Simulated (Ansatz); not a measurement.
Species: GaF, net charge 1, doublet state. 
Coordinates optimised at B3LYP-D3(BJ)/def2-TZVP (Ansatz, an electronic-structure program):
```
Ga
F 1 1.7236
```
Charge +1, spin multiplicity 2.

Basis-set convergence of Hartree-Fock and MP2 correlation energies (hartree) with Ansatz. Correlated levels leave the core frozen unless marked. Open shells are spin-unrestricted. Spin-orbit coupling is left out. Frozen are the shells of the preceding noble gas and the d and f shells that filled before the atom's block. Non-relativistic.

```csv
basis,functions,E(HF),"E(corr, MP2)"
def2-SVPD,61,-2022.08004,-0.22782
def2-TZVPPD,94,-2022.45186,-0.28777
def2-QZVPPD,161,-2022.49643,-0.31237
```

Extrapolating the two largest sets (X = 3 and 4) as X^-3: E(corr) = (64·(-0.31237) - 27·(-0.28777))/37 = -0.3303 Eh, an estimate of the basis-set limit. The largest set recovers 94.6 % of it, the smallest 69.0 %.
